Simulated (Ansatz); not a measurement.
Start from `BB(O)S` and change one atom or group to get `OB(S)S`.

Ansatz, PBE0-D4/def2-TZVP geometries, multiplicity 1. Each molecule was computed in one conformer, which needn't be the lowest.

| property | `BB(O)S` |
| --- | --- |
| LUMO energy (B3LYP/def2-TZVPP) / eV | -2.37 |
| size of the dipole moment (PBE/def2-TZVPP) / D | 1.77 |
| HOMO–LUMO gap (PBE/def2-TZVPP) / eV | 3.35 |
| size of the dipole moment (ωB97M-V/def2-TZVPP) / D | 2.05 |
| HOMO–LUMO gap (ωB97M-V/def2-TZVPP) / eV | 9.59 |
| size of the dipole moment (B3LYP/def2-TZVPP) / D | 1.97 |

What does the change do to each property? (Best estimate.)

Ansatz gave: 
```json
{"property": "LUMO energy (B3LYP/def2-TZVPP) / eV", "`OB(S)S`": "-0.40", "shift": "1.97"}
{"property": "size of the dipole moment (PBE/def2-TZVPP) / D", "`OB(S)S`": "0.90", "shift": "-0.87"}
{"property": "HOMO–LUMO gap (PBE/def2-TZVPP) / eV", "`OB(S)S`": "5.22", "shift": "1.87"}
{"property": "size of the dipole moment (ωB97M-V/def2-TZVPP) / D", "`OB(S)S`": "0.92", "shift": "-1.13"}
{"property": "HOMO–LUMO gap (ωB97M-V/def2-TZVPP) / eV", "`OB(S)S`": "11.20", "shift": "1.61"}
{"property": "size of the dipole moment (B3LYP/def2-TZVPP) / D", "`OB(S)S`": "0.89", "shift": "-1.08"}
```

With PBE0 the HOMO rises by 0.24 eV and the LUMO rises by 2.08 eV, so the gap widens by about 1.84 eV. PBE moves the HOMO by 0.25 eV and ωB97M-V by 0.28 eV. Dipoles are sizes alone; their direction can turn.

B3LYP here is the variant with VWN-RPA as its local correlation; programs differ in this.
